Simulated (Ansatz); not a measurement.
One change: `[CH3][GaH][GeH2][C]#N` becomes `C[O][GeH2][C]#N`.

Ansatz, PBE0-D4/def2-TZVP geometries, multiplicity 1. Each molecule was computed in one conformer, which needn't be the lowest.

Scalar relativity is left out up to krypton.

```
                                      property  `[CH3][GaH][GeH2][C]#N`
           HOMO–LUMO gap (PBE/def2-TZVPP) / eV                     3.77
       HOMO–LUMO gap (ωB97M-V/def2-TZVPP) / eV                     9.35
          HOMO–LUMO gap (PBE0/def2-TZVPP) / eV                     5.62
         LUMO energy (ωB97M-V/def2-TZVPP) / eV                    -0.54
            HOMO energy (PBE0/def2-TZVPP) / eV                    -7.87
size of the dipole moment (PBE/def2-TZVPP) / D                     4.15
```

Q: Give the same properties after the change, and the shifts. (An estimate is asked.)

A: Ansatz gave: 
```tsv
property	`C[O][GeH2][C]#N`	shift
HOMO–LUMO gap (PBE/def2-TZVPP) / eV	5.02	1.25
HOMO–LUMO gap (ωB97M-V/def2-TZVPP) / eV	11.92	2.57
HOMO–LUMO gap (PBE0/def2-TZVPP) / eV	7.55	1.93
LUMO energy (ωB97M-V/def2-TZVPP) / eV	1.07	1.61
HOMO energy (PBE0/def2-TZVPP) / eV	-8.46	-0.59
size of the dipole moment (PBE/def2-TZVPP) / D	4.53	0.38
```

With PBE0 the HOMO falls by 0.59 eV and the LUMO rises by 1.34 eV, so the gap widens by about 1.93 eV. PBE moves the HOMO by -0.09 eV and ωB97M-V by -0.98 eV. Dipoles are sizes alone; their direction can turn.
